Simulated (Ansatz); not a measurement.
`[TeH][SiH]1BC1` + `O[SiH2][SiH3]` → `O[SiH]([SiH3])[TeH]` + `B1C[SiH2]1`  (formal exchange of groups at a Te–Si bond)

Gas-phase electronic energies from Ansatz, PBE0-D4/def2-TZVP geometries. CCSD(T)/CBS is the MP2 limit (def2-TZVPP, def2-QZVPP) plus CCSD(T) − MP2 in def2-TZVPP, frozen cores. Functionals use def2-TZVPP. B3LYP here is the variant with VWN-RPA as its local correlation; programs differ in this. HSE06 is defined as in plane-wave codes. Elements past krypton have def2 core potentials. For Te outer-core shells are correlated without core-valence functions, which leaves a few kJ/mol of doubt a bond. Each species was taken in one conformer, which may not be the lowest.

```csv
level,ΔE (kcal/mol),difference from CCSD(T)/CBS
PBE-D4,-2.8,-0.3
revPBE-D4,-2.7,-0.2
BLYP-D4,-2.8,-0.3
r2SCAN-D4,-2.8,-0.3
B97M-V,-2.3,0.2
PBE0-D4,-2.6,-0.1
r2SCANh-D4,-2.8,-0.3
r2SCAN0-D4,-2.7,-0.2
HSE06-D4,-2.6,-0.1
BHLYP-D4,-2.8,-0.3
ωB97X-V,-2.5,0.0
ωB97M-V,-2.8,-0.3
B2PLYP,-2.2,0.3
PBE,-2.3,0.2
revPBE,-1.9,0.6
BLYP,-2.0,0.5
r2SCAN,-2.7,-0.2
PBE0,-2.2,0.3
B3LYP,-2.1,0.4
r2SCANh,-2.6,-0.1
r2SCAN0,-2.6,-0.1
HSE06,-2.3,0.2
BHLYP,-2.1,0.4
CAM-B3LYP,-2.3,0.2
LC-ωPBE,-2.2,0.3
RPA@PBE/def2-TZVPP,-1.7,0.8
HF/def2-SVP,-1.6,0.9
MP2/def2-SVP,-2.1,0.4
CCSD/def2-SVP,-2.0,0.5
CCSD(T)/def2-SVP,-2.0,0.5
HF/def2-TZVPP,-1.7,0.8
MP2/def2-TZVPP,-2.2,0.3
SCS-MP2/def2-TZVPP,-1.9,0.6
CCSD/def2-TZVPP,-2.1,0.4
CCSD(T)/def2-TZVPP,-2.1,0.4
HF/def2-QZVPP,-1.7,0.8
MP2/def2-QZVPP,-2.5,0.0
HF/CBS(def2),-1.7,0.8
MP2/CBS(def2),-2.6,-0.1
CCSD/CBS(def2),-2.5,0.0
CCSD(T)/CBS,-2.5,0
```

Largest T1 diagnostic among the species: 0.014.

Leaving LDA and LC-ωPBE aside and taking each functional with its dispersion term where it has one, the values spread over 0.7 kcal/mol, from BLYP-D4 to B2PLYP. LDA lies −0.9 kcal/mol from PBE without D4.

CCSD(T)/CBS has its own doubt, a few kJ/mol and more with outer-core shells, so smaller differences from it don't rank the levels.
